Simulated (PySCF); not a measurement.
**Diatomics of Tl with the fifth-period p block**

r²SCAN with double-zeta basis sets in PySCF, for the lowest determinant that a PBE0 search found; no spin–orbit coupling. De refers to high-spin ground-configuration atoms. A positive dipole means M(−)Tl(+).

```csv
M,basis,state (unpaired electrons),Re (Å),ωe (cm⁻¹),De (eV),μ (D)
In,def2-SVP,"triplet (σ ↑, π ↑)",3.094,96.8,1.31,0.46
Sn,def2-SVP,"quartet (σ ↑, π ↑↑)",2.906,124,2.07,2.14
Sb,def2-SVP,triplet (π ↑↑),3.022,123,1.63,2.71
Te,def2-SVP,doublet (π ↑),2.929,138,2.60,3.49
I,def2-SVP,singlet (closed shell),2.869,150,3.63,4.54
```

The shortest bond is that of TlI (2.869 Å), the longest that of TlIn (3.094 Å). TlI is bound most strongly (3.63 eV) and TlIn least (1.31 eV).

The state changes along the series, so neighbouring rows are not always alike in their bonding.

Spin–orbit coupling is left out, which matters for elements this heavy, above all for dissociation energies. States were picked by a PBE0 search and need not be the measured ground states.
